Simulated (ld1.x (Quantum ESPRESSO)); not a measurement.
## osmium (Os): from the effect back to the setting (TM)

Base potential:

Os (Z = 76), norm-conserving Troullier–Martins (Kleinman–Bylander form), made with ld1.x (Quantum ESPRESSO) 7.5 (LDA (PZ), scalar-relativistic). Core [Kr] 4d10 4f14, reference 5s2 5p6 5d6 6s2 6p0. Waves: 5p (bound): rc 1.65 bohr; 5d (bound): rc 2.00 bohr; 5f channel at 0.2 Ry: rc 1.90 bohr; 5s (bound): rc 1.40 bohr. Local part: the s channel. Core correction: none.

Occupied shells without a wave of their own: 6s. They enter only through the test configuration that unscreens the potential.

Cutoffs, loose and tight: the cutoffs (Ry, on a coarse ladder) from which the occupation-weighted sum of valence levels, in a spherical-Bessel basis at the reference potential, stays within 10 and 1 mRy of its value at 400 Ry. They do not see the model core or the augmentation charge, which bear on the density cutoff. Test errors are all-electron minus pseudo excitation energies from the reference, over the configurations 5s2 5p6 5d6 6s1 6p0; 5s2 5p6 5d6 6s0 6p0; 5s2 5p6 5d5 6s0 6p0; 5s2 5p5 5d6 6s2 6p0; 5s2 5p6 5d6 6s0 6p1; 5s2 5p6 5d6.5 6s1.5 6p0; 5s1 5p6 5d6 6s2 6p0 (two spin-polarised tests are not counted in the largest error); variants that change the core or the reference have their own tests. The largest error is taken over the tests solved by every variant that gives reliable tests at all, those not shown here included: 5s1 5p6 5d6 6s2 6p0; 5s2 5p5 5d6 6s2 6p0; 5s2 5p6 5d5 6s0 6p0; 5s2 5p6 5d6 6s0 6p0; 5s2 5p6 5d6 6s0 6p1; 5s2 5p6 5d6 6s1 6p0; 5s2 5p6 5d6.5 6s1.5 6p0.

Only the s radius is moved (4 further runs of the sweep failed or gave no value and are left out):

```
s radius (bohr)  cutoff, loose  cutoff, tight  bound ghosts  largest test error (meV)
           0.88         200 Ry    over 300 Ry          none                      -659
           1.02         120 Ry         230 Ry          none                      -419
           1.38          90 Ry         140 Ry          none                     -2998
           1.48          80 Ry         110 Ry          none                     -5291
```

One more run gave cutoff, loose: 110 Ry; cutoff, tight: 200 Ry; bound ghosts: none; largest test error (meV): -887. Which value of the s radius was used?

1.18 bohr. The loose cutoff moves one way along this sweep, from 200 Ry at 0.88 to 80 Ry at 1.48 bohr, which places the run between 1.02 and 1.38 bohr.
